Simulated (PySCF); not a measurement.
**Two-component Hartree-Fock for Lu⁴⁴⁺ (lutetium, charge +44)**

Start: [Ar] 3d9; 3d3/2 filled at m_j = -3/2, -1/2, +1/2, +3/2; 3d5/2 filled at m_j = -3/2, -1/2, +1/2, +3/2, +5/2. Calculated with PySCF 2.14 in an uncontracted even-tempered set (16 s from 10 bohr⁻², ratio 2.8; 13 p from 13 bohr⁻², ratio 2.8; 8 d from 13 bohr⁻², ratio 2.8; 3 f from 50 bohr⁻², ratio 3): generalised Hartree-Fock with the X2C-1e Hamiltonian and a Gaussian nucleus; one run each with spin-orbit coupling (SO) switched off, then screened by Boettger's factors.

```
spinor shell  electrons  ε, spin-free (eV)  ε, screened SO (eV)  weight of nominal j (screened SO)  rms radius, screened SO (bohr)
       1s1/2          2           -65911.8             -65895.1                              1.000                          0.0219
       2s1/2          2           -13175.3             -13169.9                              1.000                          0.0883
       2p1/2          2           -11864.0             -12665.4                              1.000                          0.0752
       2p3/2          4           -11864.0             -11532.8                              1.000                          0.0822
       3s1/2          2            -4601.6              -4600.1                              1.000                           0.221
       3p1/2          2            -4197.1              -4383.8                              1.000                           0.212
       3p3/2          4            -4197.1              -4118.7                              1.000                           0.226
       3d3/2          4            -3739.7              -3773.9                              0.996                           0.198
       3d5/2          5            -3739.7              -3715.6                              0.997                           0.201
```

| quantity | spin-free | screened SO |
| --- | --- | --- |
| E (hartree) | -13185.38667 | -13200.15764 |
| M_J | 5/2 | 5/2 |
| ⟨J²⟩ | 8.750 | 8.750 |
| ⟨L²⟩ | 6.000 | 6.050 |
| ⟨S²⟩ | 0.750 | 0.800 |

Each row is a mean over spinors that exchange with the open shell spreads, by up to 25.785 eV (3p3/2).

Breit and QED terms are absent; they matter most for the inner s and p1/2 levels.

Densities and radii are taken from the X2C orbitals without a picture-change correction, which distorts them close to the nucleus.

Without spin-orbit coupling the j labels of p, d and f shells carry no meaning; the spin-free column gives the mean over the occupied spinors of each nl shell.
